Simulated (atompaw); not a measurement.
Pseudopotential generation for calcium (Ca): PAW (atompaw), LDA (PW92), non-relativistic.

```
Element                 : Ca (Z = 20)
Generator               : atompaw 4.2.0.5
Type                    : PAW
Functional              : LDA (PW92)
Relativity              : non-relativistic
Frozen core             : [Ne]
Valence charge          : 10
Reference configuration : 3s2 3p6 3d0.5 4s1.5 4p0
Partial waves           : 3s (bound): rc 1.45 bohr; 4s (bound): rc 3.00 bohr; 3p (bound): rc 1.65 bohr; 4p (bound, empty): rc 3.00 bohr; 3d (bound): rc 3.00 bohr; 3d channel at 0.35 Ry: rc 3.00 bohr
Local potential         : troulliermartins scheme with l = 3 at 0 Ry, radius 2.00 bohr
Core correction         : smooth core density matched at 1.50 bohr
Augmentation charge     : sinc compensation charge, radius 2.55 bohr; PAW radius 3.00 bohr; waves and projectors: modrrkj vanderbiltortho
```

All-electron outer shells of the reference configuration (LDA (PW92), non-relativistic, ld1.x):

```
shell  level (eV)  outermost node (bohr)  outermost maximum (bohr)
   2s     -407.60                   0.11                      0.30
   2p     -332.49                      –                      0.25
   3s      -44.83                   0.45                      1.00
   3p      -26.53                   0.42                      1.06
   4s       -3.50                   1.45                      3.42
   3d       -1.31                      –                      1.32
   4p       -1.29                   1.65                      4.61
```

What the tests gave:

```
Cutoffs needed                                           : 25 Ry and 45 Ry (the cutoffs (Ry, on a coarse ladder) from which the occupation-weighted sum of valence levels, in a spherical-Bessel basis at the reference potential, stays within 10 and 1 mRy of its value at 400 Ry)
Ghost test                                               : no extra level below or beside the all-electron valence levels (s, p, d, f tested) (spherical-Bessel basis up to 400 Ry, 20 bohr box)
Lowest eigenvalue of the overlap operator                : 0.60 (p channel)
Overlap eigenvalues printed by atompaw (projector basis) : 0.574, 0.795, 1.56, 92.2, 330, 1.78e+06
Share of each valence orbital outside the PAW sphere     : 3s 0 %, 4s 76 %, 3p 1 %, 4p 92 %, 3d 33 %
```

Generation and tests took about 0.75 s on one core of a shared server CPU.
